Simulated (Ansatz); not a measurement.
Species: CH6BN2O, charge 0, multiplicity 2. It need not be the lowest isomer of its formula. 
Geometry from a B3LYP-D3(BJ)/def2-TZVP (Ansatz, an electronic-structure program) optimisation:
```
B
O 1 1.3760
N 1 1.4088 2 118.11
H 3 1.0034 1 123.19 2 174.91
H 3 1.0053 4 115.00 1 176.81
C 2 1.4193 1 121.39 3 178.78
H 6 1.0890 2 107.55 1 174.39
H 6 1.0926 7 109.06 2 121.04
H 6 1.0943 7 108.54 8 118.40
N 1 1.4613 2 121.26 6 -5.18
H 10 1.0210 1 115.05 2 78.66
```
Charge 0, spin multiplicity 2.

Basis-set convergence of Hartree-Fock and CCSD correlation energies (hartree) with Ansatz. Correlated levels leave the core frozen unless marked. UHF or UKS for open shells. Spin-orbit coupling is left out. No relativistic terms.

| basis | functions | E(HF) | E(corr, CCSD) |
|---|---|---|---|
| cc-pVDZ | 100 | -249.89546 | -0.75547 |
| cc-pVTZ | 234 | -249.97633 | -0.92655 |
| cc-pVQZ | 455 | -249.99499 | -0.98134 |

Extrapolating the two largest sets (X = 3 and 4) as X^-3: E(corr) = (64·(-0.98134) - 27·(-0.92655))/37 = -1.0213 Eh, an estimate of the basis-set limit. The largest set recovers 96.1 % of it, the smallest 74.0 %.
